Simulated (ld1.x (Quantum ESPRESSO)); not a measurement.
# Before and after: PAW potential for copper (Cu)

```
Element                 : copper (Cu)
Generator               : ld1.x (Quantum ESPRESSO) 7.5
Type                    : PAW
Functional              : PBE
Relativity              : scalar-relativistic
Frozen core             : [Ar]
Valence charge          : 11
Reference configuration : 3d10 4s0.5 4p0.5
Partial waves           : 4s (bound): rcut 1.60, rcutus 2.20 bohr; 4s channel at 0.4 Ry: rcut 1.60, rcutus 2.20 bohr; 4p (bound): rcut 2.50, rcutus 2.95 bohr; 4p channel at 1.25 Ry: rcut 2.50, rcutus 2.95 bohr; 3d (bound): rcut 1.35, rcutus 1.55 bohr; 3d channel at 0.05 Ry: rcut 1.35, rcutus 1.55 bohr
Local potential         : all-electron potential smoothed inside 2.30 bohr (lloc = -1)
Core correction         : Bessel-smoothed model core inside 1.40 bohr
Augmentation charge     : BESSEL, radius 1.15 bohr
```

All-electron outer shells of the reference configuration (PBE, scalar-relativistic, ld1.x):

```tsv
shell	level (eV)	outermost node (bohr)	outermost maximum (bohr)
3s	-115.85	0.29	0.61
3p	-73.30	0.26	0.62
3d	-6.18	–	0.60
4s	-5.42	0.89	2.24
4p	-1.27	0.97	3.47
```

Change: all radii but the core radius scaled by about 0.94 (s 2.06, p 2.76, d 1.46 bohr, rcut 1.50/2.34/1.26); local potential all-electron potential smoothed inside 2.16 bohr (lloc = -1); augmentation BESSEL, radius 1.08 bohr.

Cutoffs: the cutoffs (Ry, on a coarse ladder) from which the occupation-weighted sum of valence levels, in a spherical-Bessel basis at the reference potential, stays within 10 and 1 mRy of its value at 400 Ry; they do not see the model core or the augmentation charge, which bear on the density cutoff. Errors are all-electron minus pseudo energies relative to the spin-unpolarised reference configuration.

Q: Predict the effect on cutoff, ghosts and configuration errors.

A: The potential gets harder (45 Ry and 80 Ry → 50 Ry and 90 Ry); the errors of the 7 common tests hardly move; neither file shows a bound ghost. A smaller radius makes the pseudo-wave follow the all-electron one further in, where it bends more sharply, so more plane waves are needed.

```csv
quantity,base,changed
"cutoff, loose",45 Ry,50 Ry
"cutoff, tight",80 Ry,90 Ry
bound ghosts,none,none
"error for 3d10 4s1 4p0, meV [ΔE -2.01 eV]",-0.4,-0.3
"error for 3d10 4s0 4p0, meV [ΔE 6.14 eV]",-2.9,-2.8
"error for 3d9 4s0 4p0, meV [ΔE 27.47 eV]",-66,-64
"error for 3d9 4s1 4p1, meV [ΔE 4.80 eV]",-64,-62
"error for 3d9 4s2 4p0, meV [ΔE -0.04 eV]",-77,-74
"error for 3d10 4s0.5 4p0, meV [ΔE 1.15 eV]",-0.1,-0.2
"error for 3d10 4s0 4p1, meV [ΔE 2.13 eV]",-1.0,-1.0
lowest overlap eigenvalue by channel,"s 0.41, p 0.68, d 1.00","s 0.42, p 0.67, d 1.00"
```
